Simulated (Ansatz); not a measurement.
`[Br][Al]1[CH2][CH2]1` + `[Cl][SnH2][Cl]` → `[CH2]1[CH2][AlH]1` + `[Cl][SnH]([Cl])[Br]` at 600 K and 1 bar (redistribution).

Isolated molecules relaxed with PBE0-D4/def2-TZVP in Ansatz; ΔE leaves out vibrations. CCSD(T)/CBS is the MP2 limit (def2-TZVPP, def2-QZVPP) plus CCSD(T) − MP2 in def2-TZVPP, frozen cores. Elements past krypton have def2 core potentials. For Br, Sn outer-core shells are correlated without core-valence functions, which leaves a few kJ/mol of doubt a bond. Scalar relativity is left out up to krypton.

```
               species  CCSD(T)/CBS energy (Eh)  H − E (kJ/mol)  S (J/(mol·K))
`[Br][Al]1[CH2][CH2]1`              -2893.85018           187.0          391.3
      `[Cl][SnH2][Cl]`              -1134.85982            82.8          371.5
   `[CH2]1[CH2][AlH]1`               -321.05314           194.3          336.2
 `[Cl][SnH]([Cl])[Br]`              -3707.63582            74.4          431.2
```

H − E and S are ideal-gas, rigid-rotor, harmonic terms from PBE0-D4/def2-TZVP. 1 Eh = 2625.50 kJ/mol, R = 8.31446 J/(mol·K).

Problem. By hand: ΔE, ΔH, ΔS and ΔG.

Solution. ΔE = (-321.05314) + (-3707.63582) − (-2893.85018) − (-1134.85982) = 0.02104 Eh = 55.2 kJ/mol. Δ(H − E) = 194.3 + 74.4 − 187.0 − 82.8 = -1.1, so ΔH = 54.1 kJ/mol. ΔS = 336.2 + 431.2 − 391.3 − 371.5 = 4.6 J/(mol·K). ΔG = 54.1 − 600 × (4.6)/1000 = 51.3 kJ/mol.

Problem. By hand: the equilibrium constant, and the temperature at which ΔG would vanish if ΔH and ΔS stayed fixed.

Solution. log₁₀ K = −ΔG/(RT ln 10) = -4.5. ΔG = 0 at ΔH/ΔS = 11761 K, far beyond where these terms or the molecules hold.

The number of gas molecules stays the same, so ΔS is small and ΔH decides. A doubt of 5 kJ/mol in ΔE shifts log₁₀ K by 0.4 here. These are equilibria of isolated gas molecules and say nothing of rates. Largest T1 diagnostic: 0.011 (customary marks: 0.02 for closed shells, 0.045 for open ones).
